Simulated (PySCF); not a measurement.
Ionisation energy of Ir⁺ by level of theory

Ir⁺ [Xe] 4f14 5d7 6s1 (5F) → Ir²⁺ [Xe] 4f14 5d7 (4F), as a difference of total energies. Calculation: PySCF 2.14, in def2-TZVPPD with the def2 core potential (60 electrons); a scalar-relativistic core potential. Correlated levels: valence and next inner shell: nothing frozen outside the core potential. The calculations carry no spin-orbit coupling.

Task: Order these methods by the ionisation energy they give, lowest first.
A. UHF
B. MP2 (valence and next inner shell)
C. SCS-MP2 (valence and next inner shell)
D. CCSD (valence and next inner shell)

Result: A (16.333 eV), C (17.293 eV), D (17.392 eV), B (17.628 eV).

The reference lies between the lowest fine-structure levels, while these numbers refer to the centres of the terms.

Errors of the correlated levels include the incompleteness of this basis.

For comparison: 17 ± 0.3 eV (semi-empirical (NIST evaluation); NIST Atomic Spectra Database, ionization energies).
